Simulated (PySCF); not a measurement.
GeHO, SMILES [OH+]=[Ge] (connectivity only; charge and spin as stated), charge +1, multiplicity 1.

Geometry optimised at PBE0-D3(BJ)/def2-TZVP. The isomer is the one that the SMILES or the coordinates give; other isomers of the formula were not compared.

The numbers are results of PySCF with TDA-PBE/def2-TZVPD, not measurements.

Vertical excitations; the highest root listed may be one member of a degenerate set. Gas-phase values at a fixed geometry. State labels are in the subgroup C2v.

Computed UV-visible absorptions:
```json
[
 {"state": "S1", "symmetry": "A2", "energy (eV)": "5.87", "λ (nm)": "211", "f": "0.000", "main pairs": "HOMO→LUMO 50 %, HOMO−1→LUMO+1 50 %"},
 {"state": "S2", "symmetry": "A2", "energy (eV)": "6.05", "λ (nm)": "205", "f": "0.000", "main pairs": "HOMO−1→LUMO+1, HOMO→LUMO (degenerate set)"},
 {"state": "S3", "symmetry": "A1", "energy (eV)": "6.05", "λ (nm)": "205", "f": "0.000", "main pairs": "HOMO→LUMO+1, HOMO−1→LUMO (degenerate set)"},
 {"state": "S4", "symmetry": "B1", "energy (eV)": "7.94", "λ (nm)": "156", "f": "0.228", "main pairs": "HOMO−2→LUMO (degenerate set)"},
 {"state": "S5", "symmetry": "B2", "energy (eV)": "7.94", "λ (nm)": "156", "f": "0.228", "main pairs": "HOMO−2→LUMO+1 (degenerate set)"},
 {"state": "S6", "symmetry": "A1", "energy (eV)": "8.35", "λ (nm)": "149", "f": "0.099", "main pairs": "HOMO−1→LUMO 38 %, HOMO→LUMO+1 38 %, HOMO−2→LUMO+2 17 %"},
 {"state": "S7", "symmetry": "B1", "energy (eV)": "9.26", "λ (nm)": "134", "f": "0.066", "main pairs": "HOMO−1→LUMO+2 (degenerate set)"},
 {"state": "S8", "symmetry": "B2", "energy (eV)": "9.26", "λ (nm)": "134", "f": "0.066", "main pairs": "HOMO→LUMO+2 (degenerate set)"},
 {"state": "S9", "symmetry": "A1", "energy (eV)": "10.96", "λ (nm)": "113", "f": "1.070", "main pairs": "HOMO−2→LUMO+2 69 %"},
 {"state": "S10", "symmetry": "B2", "energy (eV)": "11.47", "λ (nm)": "108", "f": "0.036", "main pairs": "HOMO→LUMO+3 100 %"},
 {"state": "T1", "symmetry": "A1", "energy (eV)": "5.22", "λ (nm)": "238", "f": "0", "main pairs": "HOMO→LUMO+1 50 %, HOMO−1→LUMO 50 %"},
 {"state": "T2", "symmetry": "B1", "energy (eV)": "5.46", "λ (nm)": "227", "f": "0", "main pairs": "HOMO−2→LUMO (degenerate set)"},
 {"state": "T3", "symmetry": "B2", "energy (eV)": "5.46", "λ (nm)": "227", "f": "0", "main pairs": "HOMO−2→LUMO+1 (degenerate set)"},
 {"state": "T4", "symmetry": "A2", "energy (eV)": "5.46", "λ (nm)": "227", "f": "0", "main pairs": "HOMO→LUMO 50 %, HOMO−1→LUMO+1 50 %"}
]
```
Triplets are in the Tamm–Dancoff approximation.
